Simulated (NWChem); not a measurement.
System: GeH$_{3}$O$_{3}$Cl; SMILES [Ge]([Cl])([OH])([OH])[OH]

Here is an NWChem input.

```
start job
memory heap 200 mb stack 900 mb global 1100 mb
geometry units angstroms noautoz
  O      0.155427    -1.657608     1.023956
  Ge     0.000000     0.000000     0.418107
  O     -1.513244     0.694200     1.023956
  O      1.357817     0.963408     1.023956
  Cl     0.000000     0.000000    -1.762494
  H      0.927090    -2.097138     0.618175
  H     -2.279720     0.245685     0.618175
  H      1.352630     1.851453     0.618175
end
basis spherical
  * library 6-31g*
end
dft
  xc kt2
  iterations 150
  mulliken
end
task dft energy
```

Parts of the log:

```
             Northwest Computational Chemistry Package (NWChem) 7.3.0
             --------------------------------------------------------

 C3  symmetry detected

                             Geometry "geometry" -> ""
                             -------------------------

 Output coordinates in angstroms (scale by  1.889725989 to convert to a.u.)

  No.       Tag          Charge          X              Y              Z
 ---- ---------------- ---------- -------------- -------------- --------------
    1 O                    8.0000     0.98465657    -1.34248764     0.89439686
    2 Ge                  32.0000    -0.00000000     0.00000000     0.28854786
    3 O                    8.0000    -1.65495668    -0.18149378     0.89439686
    4 O                    8.0000     0.67030012     1.52398142     0.89439686
    5 Cl                  17.0000     0.00000000     0.00000000    -1.89205314
    6 H                    1.0000     1.87250994    -1.32332582     0.48861586
    7 H                    1.0000    -2.08228875    -0.95997827     0.48861586
    8 H                    1.0000     0.20977881     2.28330409     0.48861586

 Effective nuclear repulsion energy (a.u.)     514.2779836123

      Symmetry information
      --------------------

 Group name             C3
 Group number              5
 Group order               3
 No. of unique centers     4

                                 NWChem DFT Module
                                 -----------------

 Summary of "ao basis" -> "ao basis" (spherical)
 ------------------------------------------------------------------------------
       Tag                 Description            Shells   Functions and Types
 ---------------- ------------------------------  ------  ---------------------
 O                           6-31g*                  6       14   3s2p1d
 Ge                          6-31g*                 12       32   5s4p3d
 Cl                          6-31g*                  8       18   4s3p1d
 H                           6-31g*                  2        2   2s

      Symmetry analysis of basis
      --------------------------

        a          36
        e+         31
        e-         31

  Rotation of axis

            General Information
            -------------------
          SCF calculation type: DFT
          Wavefunction type:  closed shell.
          No. of atoms     :     8
          No. of electrons :    76
           Alpha electrons :    38
            Beta electrons :    38
          Charge           :     0
          Spin multiplicity:     1
          Use of symmetry is: on ; symmetry adaption is: on
          Maximum number of iterations: 150
          AO basis - number of functions:    98
                     number of shells:    44
          Convergence on energy requested:  1.00D-06
          Convergence on density requested:  1.00D-05
          Convergence on gradient requested:  5.00D-04

              XC Information
              --------------
                          KT2 Method XC Functional
                        Slater Exchange Functional  1.072 local
                           KT1 gradient correction  1.000 non-local
            Perdew 1991 LDA Correlation Functional  0.577 local

             Grid Information
             ----------------
          Grid used for XC integration:  medium
          Radial quadrature: Mura-Knowles
          Angular quadrature: Lebedev.
          Tag              B.-S. Rad. Rad. Pts. Rad. Cut. Ang. Pts.
          ---              ---------- --------- --------- ---------
          O                   0.60       49          10.0       434
          Ge                  1.25      112           8.0       590
          Cl                  1.00       88           9.0       590
          H                   0.35       45          10.0       434
          Grid pruning is: on
          Number of quadrature shells:   294
          Spatial weights used:  Erf1

      Superposition of Atomic Density Guess
      -------------------------------------

 Sum of atomic energies:       -2760.22977350

      Non-variational initial energy
      ------------------------------

 Total energy =   -2761.292544
 1-e energy   =   -4865.750460
 2-e energy   =    1590.179933
 HOMO         =      -0.445917
 LUMO         =      -0.027427

      Symmetry analysis of molecular orbitals - initial
      -------------------------------------------------

  Numbering of irreducible representations:

     1 a           2 e+          3 e-

  Orbital symmetries:

     1 a           2 a           3 a           4 e+          5 e+
     6 a           7 a           8 e+          9 e+         10 a
    11 a          12 e+         13 e+         14 a          15 e+
    16 e+         17 a          18 e+         19 e+         20 a
    21 e+         22 e+         23 a          24 e+         25 e+
    26 a          27 a          28 e+         29 e+         30 a
    31 e+         32 e+         33 a          34 e+         35 e+
    36 a          37 e+         38 e+         39 a          40 e+
    41 e+         42 a          43 a          44 e+         45 e+
    46 a          47 a          48 e+

     ---------------------------------------------
      Total Density - Mulliken Population Analysis
     ---------------------------------------------

    Atom       Charge   Shell Charges
 -----------   ------   -------------------------------------------------------
    1 O    8     9.02   2.00  0.94  3.09  0.92  2.06  0.01
    2 Ge  32    30.21   2.00  2.00  6.00  2.00  5.99  0.83  1.01  0.00  0.14  6.90  2.96  0.37
    3 O    8     9.02   2.00  0.94  3.09  0.92  2.06  0.01
    4 O    8     9.02   2.00  0.94  3.09  0.92  2.06  0.01
    5 Cl  17    17.39   2.00  2.00  5.98  1.38  3.67  0.56  1.79  0.01
    6 H    1     0.45   0.35  0.10
    7 H    1     0.45   0.35  0.10
    8 H    1     0.45   0.35  0.10

   convergence    iter        energy       DeltaE   RMS-Dens  Diis-err
 ---------------- ----- ----------------- --------- --------- ---------
 d= 0,ls=0.0,diis     1  -2779.4325709678 -3.29D+03  2.66D-02  1.27D+00
 d= 0,ls=0.0,diis     2  -2779.0647880617  3.68D-01  1.70D-02  5.26D+00
 d= 0,ls=0.0,diis     3  -2779.5841528293 -5.19D-01  3.71D-03  7.07D-02
 d= 0,ls=0.0,diis     4  -2779.5890490327 -4.90D-03  1.70D-03  3.14D-02
 d= 0,ls=0.0,diis     5  -2779.5933757032 -4.33D-03  1.61D-04  5.09D-04
  Resetting Diis
 d= 0,ls=0.0,diis     6  -2779.5934256451 -4.99D-05  2.89D-05  1.56D-05
 d= 0,ls=0.0,diis     7  -2779.5934270207 -1.38D-06  2.06D-05  8.97D-07
 d= 0,ls=0.0,diis     8  -2779.5934269009  1.20D-07  1.39D-05  1.48D-06
 d= 0,ls=0.0,diis     9  -2779.5934271362 -2.35D-07  1.99D-06  6.68D-08

         Total DFT energy =    -2779.593427136236
      One electron energy =    -4870.327550225361
           Coulomb energy =     1726.102833636972
    Exchange-Corr. energy =     -149.646694160150
 Nuclear repulsion energy =      514.277983612302

 Numeric. integr. density =       76.000005975205

                  Occupations of the irreducible representations
                  ----------------------------------------------

                     irrep           alpha         beta
                     --------     --------     --------
                     a                16.0         16.0
                     e+               22.0         22.0
                     e-                0.0          0.0

                       DFT Final Molecular Orbital Analysis
                       ------------------------------------

 Vector   36  Occ=2.000000D+00  E=-2.882090D-01  Symmetry=a
              MO Center=  2.4D-13, -1.7D-13,  5.7D-01, r^2= 3.9D+00
   Bfn.  Coefficient  Atom+Function         Bfn.  Coefficient  Atom+Function
  ----- ------------  ---------------      ----- ------------  ---------------
     5      0.269989  1 O  pz                51      0.269989  3 O  pz
    65      0.269989  4 O  pz                83      0.267346  5 Cl pz
    63     -0.210476  4 O  px                50     -0.208657  3 O  py
     9      0.189399  1 O  pz                55      0.189399  3 O  pz
    69      0.189399  4 O  pz                 4      0.155898  1 O  py

 Vector   37  Occ=2.000000D+00  E=-2.811577D-01  Symmetry=e+
              MO Center= -4.5D-02, -5.1D-01, -9.3D-02, r^2= 4.1D+00
   Bfn.  Coefficient  Atom+Function         Bfn.  Coefficient  Atom+Function
  ----- ------------  ---------------      ----- ------------  ---------------
     5      0.339606  1 O  pz                81      0.328425  5 Cl px
    82     -0.309130  5 Cl py                51     -0.296602  3 O  pz
     9      0.251757  1 O  pz                55     -0.219696  3 O  pz
    86     -0.174814  5 Cl py                 4      0.172176  1 O  py
    85      0.161176  5 Cl px                50      0.147118  3 O  py

 Vector   38  Occ=2.000000D+00  E=-2.811577D-01  Symmetry=e+
              MO Center=  4.5D-02,  5.1D-01, -9.3D-02, r^2= 4.1D+00
   Bfn.  Coefficient  Atom+Function         Bfn.  Coefficient  Atom+Function
  ----- ------------  ---------------      ----- ------------  ---------------
    65      0.367315  4 O  pz                82      0.328425  5 Cl py
    81      0.309130  5 Cl px                69      0.272194  4 O  pz
    51     -0.220900  3 O  pz                63     -0.199360  4 O  px
    85      0.174814  5 Cl px                55     -0.163862  3 O  pz
    86      0.161176  5 Cl py                67     -0.148283  4 O  px

 Vector   39  Occ=0.000000D+00  E=-7.427328D-02  Symmetry=a
              MO Center= -3.6D-16,  4.6D-16, -2.7D-02, r^2= 4.2D+00
   Bfn.  Coefficient  Atom+Function         Bfn.  Coefficient  Atom+Function
  ----- ------------  ---------------      ----- ------------  ---------------
    28     -0.721804  2 Ge s                 24      0.694602  2 Ge s
    87      0.373191  5 Cl pz                 6      0.347896  1 O  s
    52      0.347896  3 O  s                 66      0.347896  4 O  s
    83      0.349007  5 Cl pz                20     -0.255770  2 Ge s
    84      0.254310  5 Cl s                 80      0.194809  5 Cl s

 Vector   40  Occ=0.000000D+00  E= 1.232624D-02  Symmetry=e+
              MO Center=  3.4D-01,  3.4D-02,  2.1D-01, r^2= 5.4D+00
   Bfn.  Coefficient  Atom+Function         Bfn.  Coefficient  Atom+Function
  ----- ------------  ---------------      ----- ------------  ---------------
     6      0.609127  1 O  s                 30      0.541609  2 Ge py
    94     -0.455479  6 H  s                 29     -0.427453  2 Ge px
    26      0.366563  2 Ge py                66     -0.322632  4 O  s
    52     -0.286495  3 O  s                 98      0.283546  8 H  s
    67      0.206502  4 O  px                63      0.201014  4 O  px

 Vector   41  Occ=0.000000D+00  E= 1.232624D-02  Symmetry=e+
              MO Center= -3.4D-01, -3.4D-02,  2.1D-01, r^2= 5.4D+00
   Bfn.  Coefficient  Atom+Function         Bfn.  Coefficient  Atom+Function
  ----- ------------  ---------------      ----- ------------  ---------------
    29      0.541609  2 Ge px                52      0.537952  3 O  s
    66     -0.517088  4 O  s                 30      0.427453  2 Ge py
    96     -0.426676  7 H  s                 25      0.366563  2 Ge px
    98      0.362236  8 H  s                 54     -0.202187  3 O  py
    26      0.198536  2 Ge py                50     -0.176519  3 O  py

     ---------------------------------------------
      Total Density - Mulliken Population Analysis
     ---------------------------------------------

    Atom       Charge   Shell Charges
 -----------   ------   -------------------------------------------------------
    1 O    8     8.60   2.00  0.95  2.88  0.92  1.83  0.02
    2 Ge  32    31.32   2.00  2.00  6.00  2.00  6.00  1.11  1.61 -0.06  0.26  6.97  2.85  0.59
    3 O    8     8.60   2.00  0.95  2.88  0.92  1.83  0.02
    4 O    8     8.60   2.00  0.95  2.88  0.92  1.83  0.02
    5 Cl  17    17.18   2.00  2.00  5.98  1.43  3.60  0.51  1.65  0.01
    6 H    1     0.57   0.47  0.10
    7 H    1     0.57   0.47  0.10
    8 H    1     0.57   0.47  0.10

     -------------------------------------------
      Total Density - Lowdin Population Analysis
     -------------------------------------------

    Atom       Charge   Shell Charges
 -----------   ------   -------------------------------------------------------
    1 O    8     8.45   1.99  0.90  2.72  0.71  2.08  0.03
    2 Ge  32    31.60   2.00  2.00  5.99  1.97  5.89  0.71  1.44  0.23  0.59  6.76  3.01  1.02
    3 O    8     8.45   1.99  0.90  2.72  0.71  2.08  0.03
    4 O    8     8.45   1.99  0.90  2.72  0.71  2.08  0.03
    5 Cl  17    17.10   2.00  2.00  5.92  1.19  3.33  0.64  2.03  0.01
    6 H    1     0.65   0.44  0.22
    7 H    1     0.65   0.44  0.22
    8 H    1     0.65   0.44  0.22

     Multipole analysis of the density
     ---------------------------------

     L   x y z        total         alpha         beta         nuclear
     -   - - -        -----         -----         ----         -------
     0   0 0 0     -0.000000    -38.000000    -38.000000     76.000000

     1   1 0 0     -0.000000     -0.000000     -0.000000      0.000000
     1   0 1 0      0.000000      0.000000      0.000000      0.000000
     1   0 0 1     -0.349536     -0.174768     -0.174768     -0.000000

     2   2 0 0    -31.239804    -89.091134    -89.091134    146.942463
     2   1 1 0      0.000000      0.000000      0.000000     -0.000000
     2   1 0 1     -0.000000     -0.000000     -0.000000      0.000000
     2   0 2 0    -31.239804    -89.091134    -89.091134    146.942463
     2   0 1 1      0.000000      0.000000      0.000000      0.000000
     2   0 0 2    -39.527128   -168.742933   -168.742933    297.958737
```

Level: KT2/6-31G* (spherical d). All runs use the structure optimised with PBE-D3(BJ)/def2-SVP.
